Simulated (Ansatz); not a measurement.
Z-matrix (Å, degrees):
```
B
C 1 1.538
H 1 1.195 2 118.2
H 1 1.197 2 121.7 3 -180.0
C 2 1.345 1 118.7 3 -0.1
S 2 1.762 1 121.6 3 179.9
H 5 1.087 2 123.5 1 -180.0
H 5 1.083 2 119.4 1 0.0
H 6 1.340 2 96.5 1 -0.1
```

Charge 0, multiplicity 1.

Problem. List the PBE/def2-TZVPP orbital energies in eV (Ansatz). (An estimate is asked.)

Solution. Ansatz gave: Occupied: -2396.09, -269.86, -269.54, -209.03, -177.24, -155.20, -155.08, -154.93, -20.35, -17.84, -14.24, -12.67, -11.13, -9.95, -9.70, -8.51, -8.15, -7.67, -5.70. Lowest empty: -3.24, -0.61, -0.33, 0.50, 1.49, 1.72, 2.00, 2.30.
